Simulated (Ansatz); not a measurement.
Relaxation of AlFH₄N₂ (8 atoms, charge 0, multiplicity 1), to a largest force component of 0.02 eV/Å in at most 40 steps.

Method: RKS revPBE/def2-SVP (Ansatz).

```xyz
8
Properties=species:S:1:pos:R:3:forces:R:3
Al 0.000 0.000 0.000 -2.02 -0.05 1.15
N 0.000 0.000 1.920 0.19 0.01 -1.71
H -0.877 -0.271 2.450 1.53 0.61 -0.38
H 0.877 0.271 2.450 -1.53 -0.64 -0.31
F 1.464 0.000 -0.845 -0.05 0.15 0.19
N -1.663 0.000 -0.960 1.27 -0.06 0.77
H -2.332 -0.816 -0.861 0.64 1.54 -0.48
H -1.912 0.816 -1.589 -0.04 -1.55 0.76
```

Question: Where does it end, and by what steps?

Answer: The run converged. The force dipped under the threshold on the way, but the program's further checks kept it going. After 9 steps the energy has fallen by 0.805 eV; H8 moved furthest, 0.83 Å.

```
step  energy less start (eV)  largest force component (eV/Å)  accepted
   0                  0.0000                           2.019       yes
   1                 -0.5297                           1.035       yes
   2                 -0.6904                           0.950       yes
   3                 -0.7655                           0.350       yes
   4                 -0.7965                           0.093       yes
   5                 -0.8037                           0.017       yes
   6                 -0.7915                           0.587        no
   7                 -0.8045                           0.037       yes
   8                 -0.8037                           0.079        no
   9                 -0.8047                           0.016       yes
```

```xyz
8
Properties=species:S:1:pos:R:3
Al -0.086 0.113 0.052
N -0.014 -0.092 1.822
H -0.807 -0.276 2.439
H 0.847 -0.034 2.369
F 1.351 0.446 -0.770
N -1.587 -0.020 -0.900
H -2.515 -0.242 -0.534
H -1.633 0.105 -1.913
```

The run took 20 s on 2 threads of Intel(R) Xeon(R) Platinum 8259CL CPU @ 2.50GHz (Skylake/Cascade Lake) (shared host), peak memory 0.14 GiB.
